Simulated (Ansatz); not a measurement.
Program: Ansatz. Geometries: PBE0-D4/def2-TZVP. ΔE: electronic, gas phase. CBS: MP2 limit from def2 TZ/QZ plus the TZ coupled-cluster correction, frozen cores. This one scheme is used for every species. Functionals use def2-TZVPP. B3LYP here is the variant with VWN-RPA as its local correlation; programs differ in this. One conformer a species, not always the lowest.

Reaction (formal loss of a carbene): `CBSCF` → `[CH]F` + `CBS`

Question: Is it downhill or uphill in electronic energy at CCSD(T)/CBS, and by how much? (An estimate is asked.)

Answer: Computed: Uphill: ΔE = +357.1 kJ/mol.

Question: What do these levels give: r2SCAN-D4, B2PLYP, r2SCAN, B3LYP, HF/def2-TZVPP, MP2/def2-TZVPP? (Estimate.)

Answer: Ansatz gave: r2SCAN-D4 379.9, B2PLYP 355.8, r2SCAN 378.2, B3LYP 347.2, HF/def2-TZVPP 306.5, MP2/def2-TZVPP 377.9 kJ/mol.

Largest T1 diagnostic among the species: 0.018.

In def2-TZVPP, CCSD(T) changes the Hartree–Fock value by +42.2 kJ/mol (the triples alone add +4.5 kJ/mol) and MP2 by +71.4 kJ/mol. From PBE to PBE0 (25 % exact exchange), in def2-TZVPP and without D4, ΔE moves by +5.8 kJ/mol. The D4 term adds +10.4 kJ/mol with B3LYP and +5.6 kJ/mol with PBE0; it sums over pairs of atoms, weighted by their polarisabilities, and B3LYP, whose exchange is more repulsive, gets the larger term.
